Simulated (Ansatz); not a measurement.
Basis-set extrapolation for ClH₇N₂SSi₂ (`N[SiH2]S[SiH](N)Cl`) (PBE0-D4/def2-TZVP geometry, frozen core, Ansatz 0.2.0). Multiplicity 1, RHF reference.

|  | def2-TZVPP | def2-QZVPP |
| --- | --- | --- |
| HF | -1548.156284 | -1548.204067 |
| MP2 correlation | -1.038934 | -1.125788 |
| CCSD(T) correlation | -1.151120 | not run |

Energies in hartree. Use E(X) = E(∞) + A·exp(−7.88·√X) for Hartree–Fock and E(X) = E(∞) + B·X^(−2.97) for correlation, with X = 3 and 4, and add CCSD(T) minus MP2 of the smaller set to the MP2 limit.

Task: What is the CCSD(T) energy at the basis-set limit?

Result: HF limit: -1548.204067 + (-0.047783) × 0.13774 = -1548.21065. MP2 limit: -1.125788 + (-0.086854) × 0.74074 = -1.19012. Higher-order term: -1.151120 − (-1.038934) = -0.11219. Total: -1549.51296 hartree, 5.59 eV below CCSD(T)/def2-TZVPP.
